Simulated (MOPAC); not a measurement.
Job for MOPAC: PM6 on CH4Cd (SMILES [CH3][CdH]), a point of a bond scan (R = 1.682 Å).

```
PM6 1SCF PRECISE CHARGE=0 THREADS=1
CH4Cd

Cd    -0.28068773 1    -0.15103297 1    -0.04141861 1
H     -1.74994566 1    -0.94161398 1    -0.25822404 1
C      1.58135131 1     0.85089642 1     0.23334606 1
H      2.03123692 1     0.55928180 1     1.18282066 1
H      1.43288682 1     1.93112443 1     0.23532541 1
H      2.27072534 1     0.59541191 1    -0.57190501 1
```

It printed:

```
*******************************************************************************
 **                                                                           **
 **                              MOPAC v23.2.5                                **
 **                                                                           **
 *******************************************************************************
 ** MOPAC's Digital Object Identifier: https://doi.org/10.5281/zenodo.6511958 **
 **                                                                           **
 ** Please cite the open-source release paper for use of this MOPAC version:  **
 ** J. E. Moussa and J. J. P. Stewart (2026)                                  **
 ** MOPAC: An open-source semiempirical molecular orbital program             **
 ** J. Open Source Softw., 11(119), 8025, https://doi.org/10.21105/joss.08025 **
 *******************************************************************************

                              PM6 CALCULATION RESULTS

 *******************************************************************************
 *  PM6        - The PM6 Hamiltonian to be used
 *
 *
 *
 *                 CHARGE ON SYSTEM = 0
 *
 *
 *
 *  PRECISE    - TIGHTER CRITERIA TO BE USED
 *  1SCF       - DO 1 SCF AND THEN STOP
 *  THREADS=1  - MULTI-THREADING NOT USED
 *  T=         - A TIME OF 172800.0 SECONDS REQUESTED
 *  DUMP=N     - RESTART FILE WRITTEN EVERY 7200.0 SECONDS REQUESTED
 *******************************************************************************
PM6 1SCF PRECISE CHARGE=0 THREADS=1
 CH4Cd

   ATOM   CHEMICAL          X               Y               Z
  NUMBER   SYMBOL      (ANGSTROMS)     (ANGSTROMS)     (ANGSTROMS)

     1      Cd         -0.28068773  *  -0.15103297  *  -0.04141861  *
     2       H         -1.74994566  *  -0.94161398  *  -0.25822404  *
     3       C          1.58135131  *   0.85089642  *   0.23334606  *
     4       H          2.03123692  *   0.55928180  *   1.18282066  *
     5       H          1.43288682  *   1.93112443  *   0.23532541  *
     6       H          2.27072534  *   0.59541191  *  -0.57190501  *



          CARTESIAN COORDINATES

    NO.       ATOM           X           Y           Z

     1        Cd         -0.2807     -0.1510     -0.0414
     2         H         -1.7499     -0.9416     -0.2582
     3         C          1.5814      0.8509      0.2333
     4         H          2.0312      0.5593      1.1828
     5         H          1.4329      1.9311      0.2353
     6         H          2.2707      0.5954     -0.5719

 General Reference for PM6:
 "Optimization of Parameters for Semiempirical Methods V: Modification of NDDO Approximations
 and Application to 70 Elements", J. J. P. Stewart, J. Mol. Mod., 13, 1173-1213 (2007)
 URL: https://link.springer.com/article/10.1007/s00894-007-0233-4

           Empirical Formula: C H4 Cd  =     6 atoms



      MOLECULAR POINT GROUP   :   C3v


      RHF CALCULATION, NO. OF DOUBLY OCCUPIED LEVELS = 5


 -------------------------------------------------------------------------------
 PM6 1SCF PRECISE CHARGE=0 THREADS=1
 CH4Cd



     1SCF WAS SPECIFIED, SO BFGS WAS NOT USED
     SCF FIELD WAS ACHIEVED


                              PM6 CALCULATION
                                                       MOPAC v23.2.5 Linux




          FINAL HEAT OF FORMATION =         57.51961 KCAL/MOL =     240.66206 KJ/MOL


          COSMO AREA              =         82.10 SQUARE ANGSTROMS
          COSMO VOLUME            =         60.64 CUBIC ANGSTROMS

          IONIZATION POTENTIAL    =          8.095236 EV
          HOMO LUMO ENERGIES (EV) =         -8.095  2.531
          NO. OF FILLED LEVELS    =          5
          MOLECULAR WEIGHT        =        128.4526         POINT GROUP:  C3v

          MOLECULAR DIMENSIONS (Angstroms)

            Atom       Atom       Distance
            H     4    H     2     4.31586
            H     5    H     6     1.77136
            H     5    H     4     1.49035


          SCF CALCULATIONS        =          1





   ATOM   CHEMICAL          X               Y               Z
  NUMBER   SYMBOL      (ANGSTROMS)     (ANGSTROMS)     (ANGSTROMS)

     1      Cd         -0.28068773  *  -0.15103297  *  -0.04141861  *
     2       H         -1.74994566  *  -0.94161398  *  -0.25822404  *
     3       C          1.58135131  *   0.85089642  *   0.23334606  *
     4       H          2.03123692  *   0.55928180  *   1.18282066  *
     5       H          1.43288682  *   1.93112443  *   0.23532541  *
     6       H          2.27072534  *   0.59541191  *  -0.57190501  *

                             CARTESIAN COORDINATES

   1   Cd       -0.280687730    -0.151032970    -0.041418610
   2    H       -1.749945660    -0.941613980    -0.258224040
   3    C        1.581351310     0.850896420     0.233346060
   4    H        2.031236920     0.559281800     1.182820660
   5    H        1.432886820     1.931124430     0.235325410
   6    H        2.270725340     0.595411910    -0.571905010


           Empirical Formula: C H4 Cd  =     6 atoms



      MOLECULAR POINT GROUP   :   C3v


                  EIGENVALUES
 -23.08070 -11.96300 -11.96300 -11.48367  -8.09524   2.53147   2.53147   3.67792
   6.90623   7.58973   7.58973   9.11819


              NET ATOMIC CHARGES AND DIPOLE CONTRIBUTIONS

  ATOM NO.   TYPE          CHARGE      No. of ELECS.   s-Pop       p-Pop
    1         Cd           0.596710        1.4033     1.01754     0.38575
    2          H          -0.086733        1.0867     1.08673
    3          C          -0.966180        4.9662     1.06792     3.89826
    4          H           0.152068        0.8479     0.84793
    5          H           0.152068        0.8479     0.84793
    6          H           0.152068        0.8479     0.84793
 DIPOLE           X         Y         Z       TOTAL
 POINT-CHG.    -3.225    -1.735    -0.476     3.693
 HYBRID         1.486     0.800     0.219     1.702
 SUM           -1.739    -0.936    -0.257     1.991


          ATOMIC ORBITAL ELECTRON POPULATIONS

     Atom    s        px        py        pz
    1 Cd   1.01754   0.28467   0.08766   0.01342
    2  H   1.08673
    3  C   1.06792   1.45760   1.25795   1.18270
    4  H   0.84793
    5  H   0.84793
    6  H   0.84793

 **********************
 *                    *
 * JOB ENDED NORMALLY *
 *                    *
 **********************




 == MOPAC DONE ==
```

The run finished.

Cost: about 0.020 core-seconds (a rough figure).
